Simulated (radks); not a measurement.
The mean radii <r> (bohr) of the occupied orbitals of an atom or ion are listed with their occupations. All-electron calculation, scalar-relativistic Kohn-Sham, LDA (Slater exchange, Perdew-Wang correlation), spin-polarised, spherical densities, finite nucleus; Fermi nuclear charge, rms radius of each element as measured or else 0.836 A^(1/3) + 0.57 fm. Program: a radial shooting solver on a logarithmic mesh with Libxc functionals.

| orbital | occ. | <r> |
|---|---|---|
| 1s down | 1 | 0.01805 |
| 1s up | 1 | 0.01805 |
| 2s up | 1 | 0.07627 |
| 2s down | 1 | 0.07627 |
| 2p up | 3 | 0.06836 |
| 2p down | 3 | 0.06836 |
| 3s up | 1 | 0.1976 |
| 3s down | 1 | 0.1976 |
| 3p up | 3 | 0.1980 |
| 3p down | 3 | 0.1980 |
| 3d up | 5 | 0.1793 |
| 3d down | 5 | 0.1793 |
| 4s up | 1 | 0.4409 |
| 4s down | 1 | 0.4409 |
| 4p up | 3 | 0.4689 |
| 4p down | 3 | 0.4688 |
| 4d up | 5 | 0.5003 |
| 4d down | 5 | 0.5001 |
| 5s up | 1 | 1.035 |
| 5s down | 1 | 1.029 |
| 5p up | 3 | 1.199 |
| 5p down | 3 | 1.191 |
| 4f up | 7 | 0.5813 |
| 4f down | 7 | 0.5776 |
| 5d up | 4 | 1.672 |

Name the element and its charge. Open shells, if any, are filled with parallel spins first.

Answer. Z = 75, rhenium, charge +3: Re3+ in [Xe] 4f14 5d4. The 1s radius gives Z: for a bare nucleus <r> = (2 gamma + 1)/(2Z) with gamma = sqrt(1 - (Z/c)^2), 0.01783 bohr for Z = 75, and screening makes it slightly larger (0.01805 here). The occupations add up to 72, and the charge is Z minus that.
